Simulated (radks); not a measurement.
Question: The selenium ion Se+, configuration [Ar] 3d10 4s2 4p3. All-electron calculation, Dirac Kohn-Sham, PBEsol, spin-unpolarised, spherical densities, finite nucleus; open shells are shared between the two j in proportion to 2j + 1; Fermi nuclear charge, rms radius 4.14 fm. Program: a radial shooting solver on a logarithmic mesh with Libxc functionals.

Spin-orbit splittings of the eigenvalues, e(l+1/2) - e(l-1/2), with zeta = 2 splitting/(2l+1) and mean radii in bohr:

| shell | occ. | splitting (eV) | zeta (eV) | <r> j=l-1/2 | <r> j=l+1/2 |
|---|---|---|---|---|---|
| 2p | 6 | 41.71 | 27.81 | 0.1686 | 0.1724 |
| 3p | 6 | ? | ? | 0.5827 | 0.5933 |
| 3d | 10 | 0.8959 | 0.3583 | 0.6275 | 0.6319 |
| 4p | 3 | 0.4468 | 0.2979 | 2.091 | 2.128 |

Estimate the 3p splitting.

Answer: 5.875 eV (zeta = 3.917 eV).
